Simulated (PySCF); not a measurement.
A species of formula C5H7F3O2 has this rotational fingerprint, computed with PBE0-D3(BJ)/def2-SVP geometry optimisation, gas phase in PySCF 2.14.0:

```
Rotational constants : A = 2367, B = 902.6, C = 799.1 MHz
Dipole components    : |μa| = 2.83 D, |μb| = 0.23 D, |μc| = 0.38 D
Inertial defect      : -140.95 u·Å²
κ                    : -0.87
```

Question: Which structure is it? (One computed conformer of each.)
A. `[CH3:1][C@@H:2]1[O:3][CH2:4][C:5]([F:6])([F:7])[C@@H:8]([F:9])[O:10]1` with C1–C2–O3–C4 -179°, C2–O3–C4–C5 58°, O3–C4–C5–F6 67°, C4–C5–C8–F9 -72°
B. `[F:1][C:2]([F:3])([F:4])[CH:5]1[O:6][CH2:7][CH2:8][CH2:9][O:10]1` with C2–C5–O6–C7 -81°, C5–O6–C7–C8 -51°, O6–C7–C8–C9 53°, C7–C8–C9–O10 -53°
C. `[CH2:1]=[C:2]([CH2:3][O:4][C:5]([F:6])([F:7])[F:8])[O:9][CH3:10]` with C1–C2–C3–O4 90°, C2–C3–O4–C5 69°, C1–C2–O9–C10 -7°
D. `[F:1][C:2]([F:3])([F:4])[C@H:5]1[CH2:6][O:7][CH2:8][CH2:9][O:10]1` with C2–C5–C6–O7 176°, C5–C6–O7–C8 -57°, C6–O7–C8–C9 58°, O7–C8–C9–O10 -56°

Answer: C. It is C=C(COC(F)(F)F)OC, an asymmetric top, point group C1. The candidates at the same level (rigid rotor, commonest isotopes):

| SMILES | A (MHz) | B (MHz) | C (MHz) | μa (D) | μb (D) | μc (D) | Δ (u·Å²) | point group | rotor |
| --- | --- | --- | --- | --- | --- | --- | --- | --- | --- |
| FC(F)(F)[C@H]1COCCO1 | 2642 | 938.4 | 813.9 | 2.20 | 0.18 | 0.34 | -108.89 | C1 | asymmetric top |
| C=C(COC(F)(F)F)OC | 2367 | 902.6 | 799.1 | 2.83 | 0.23 | 0.38 | -140.95 | C1 | asymmetric top |
| C[C@@H]1OCC(F)(F)[C@@H](F)O1 | 2205 | 1148 | 972.6 | 1.20 | 0.03 | 0.93 | -149.93 | C1 | asymmetric top |
| FC(F)(F)C1OCCCO1 | 2358 | 1128 | 994.4 | 2.46 | 0.00 | 0.92 | -154.15 | Cs | asymmetric top |

`C[C@@H]1OCC(F)(F)[C@@H](F)O1` has B 27 % too high; `FC(F)(F)C1OCCCO1` has B 25 % too high; `FC(F)(F)[C@H]1COCCO1` has A 12 % too high. No structure here is proved a minimum.
